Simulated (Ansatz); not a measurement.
`CC(C)[O][InH2]` + `O=CC#CF` → `CC(C)[O][InH][F]` + `C#CC=O`  (formal exchange of groups at the In–H bond)

Gas-phase electronic energies from Ansatz, PBE0-D4/def2-TZVP geometries. CBS: MP2 limit from def2 TZ/QZ plus the TZ coupled-cluster correction, frozen cores. DFT in def2-TZVPP. Elements past krypton have def2 core potentials. For In outer-core shells are correlated without core-valence functions, which leaves a few kJ/mol of doubt a bond. Each species was taken in one conformer, which may not be the lowest.

| species | PBE-D4 energy (Eh) |
| --- | --- |
| `CC(C)[O][InH2]` | -384.91688 |
| `O=CC#CF` | -289.67985 |
| `CC(C)[O][InH][F]` | -484.16156 |
| `C#CC=O` | -190.50353 |

Q: Work out ΔE.

A: ΔE = (-484.16156) + (-190.50353) − (-384.91688) − (-289.67985) = -0.06836 Eh = -42.9 kcal/mol. CCSD(T)/CBS gives -50.8 kcal/mol.

Largest T1 diagnostic among the species: 0.016.
